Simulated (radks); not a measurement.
Neutral bromine inside a hard spherical wall (all orbitals vanish at R), configuration held at [Ar] 3d10 4s2 4p5 and not refilled when levels cross. Calculated with a radial shooting solver on a logarithmic mesh with Libxc functionals: non-relativistic Kohn-Sham, PBE, spin-polarised, spherical densities, point nucleus; open shells are filled with parallel spins first. Eigenvalues in eV for spin up, with the zero of energy where the potential of the charges vanishes at infinity; a dash marks a level that is unbound or too diffuse for the functional's potential to be trusted. A positive occupied level is held by the wall or, in an anion where self-interaction has pushed it up, behind a barrier. The pressure on the wall is -dE/dV.

R (bohr)  E (hartree)  kinetic (hartree)    e(3p)    e(3d)    e(4s)   e(4p)  e(5s, empty)  e(5p, empty)  pressure (GPa)
free      -2573.78331           2572.270  -171.68  -68.373  -19.781  -8.239             -             -               0
15        -2573.78331           2572.270  -171.68  -68.373  -19.781  -8.239             -             -        < 0.0001
10        -2573.78329           2572.270  -171.68  -68.370  -19.779  -8.236        -0.027         1.702        0.000913
6         -2573.77210           2572.359  -171.17  -67.867  -19.385  -7.842         4.025         8.219            1.11
5         -2573.73099           2572.620  -170.05  -66.745  -18.554  -6.951         8.886        14.808            7.65
4         -2573.52399           2573.704  -166.52  -63.252  -15.991  -4.012        21.458        30.200            62.5
2         -2563.56176           2606.774  -122.01  -19.272   37.722  58.182        220.02        239.29           13100
1.5       -2539.58349           2675.948  -73.273   31.432   141.56  169.03        511.66        528.03           95800
